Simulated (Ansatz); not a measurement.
The molecule OsF, multiplicity 4 (lowest of 2S+1 = 2, 4, 6 at CCSD(T)/def2-TZVPP on PBE0 minima; our sources give no spin for the ground state, which may be another). No spin–orbit coupling. The T1 diagnostic near the minimum is 0.052, so single-reference values are doubtful.

Seven points along R, fitted to fifth degree in 1/R; most abundant isotopes. In def2 and cc sets the state is the lowest found near the PBE0 minimum, followed along R.

Codes used: Ansatz (a first-principles code). Values without a source in brackets are computed. In def2 rows elements past Kr take small-core potentials, without spin–orbit coupling.

Energies at r2SCAN/def2-TZVPP:

| R (Å) | E (hartree) |
|---|---|
| 1.681567 | -190.47504634 |
| 1.726770 | -190.48285611 |
| 1.768357 | -190.48656224 |
| 1.815369 | -190.48761914 |
| 1.862381 | -190.48611650 |
| 1.916625 | -190.48203011 |
| 1.979909 | -190.47503848 |

With a reduced mass of 17.2875 u, find the minimum, the force constant and the constants.

A fifth-degree polynomial in 1/R puts the minimum at r_e = 1.8092 Å with force constant 521 N/m. Then ω_e = (1/2πc)√(k/μ) = 715 cm⁻¹ and B_e = h/(8π²cμr_e²) = 0.2979 cm⁻¹; the cubic and quartic terms give α_e = 0.0019 and ω_e x_e = 3.6 cm⁻¹.
